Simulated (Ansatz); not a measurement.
TiCl3⁻. Total charge -1; triplet. Geometry r2SCAN-D4/def2-SVP, that of the neutral doublet; atoms count from 1.

```xyz
4

Ti    0.0064    0.0043    0.0021
Cl   -0.7100    1.6813   -1.2061
Cl   -0.5880   -0.1648    2.1005
Cl    1.2917   -1.5208   -0.8965
```

(1) Estimate the Mulliken populations from the PBE0/def2-TZVPD orbitals of Ansatz.

(2) Where does the spin sit?

(3) And the Mayer bond orders between heavy atoms (over 0.3)?

Answers

(1) 
```json
{"atom": "Ti1", "charge (e)": "0.80", "spin (α − β)": "2.10", "d electrons": "2.57"}
{"atom": "Cl2", "charge (e)": "-0.60", "spin (α − β)": "-0.04", "d electrons": "–"}
{"atom": "Cl3", "charge (e)": "-0.60", "spin (α − β)": "-0.03", "d electrons": "–"}
{"atom": "Cl4", "charge (e)": "-0.60", "spin (α − β)": "-0.03", "d electrons": "–"}
```
Mulliken values depend strongly on the basis. With diffuse functions, as here, like atoms can get unlike values, and bond orders can come out too low or too high.

(2) Summed by element: Ti 2.10, Cl -0.10, of 2 unpaired in all. Largest on single atoms: Ti1 2.10, Cl2 -0.04, Cl3 -0.03.

(3) Ti1–Cl2 0.76 (2.19 Å); Ti1–Cl3 0.68 (2.19 Å); Ti1–Cl4 0.68 (2.19 Å).
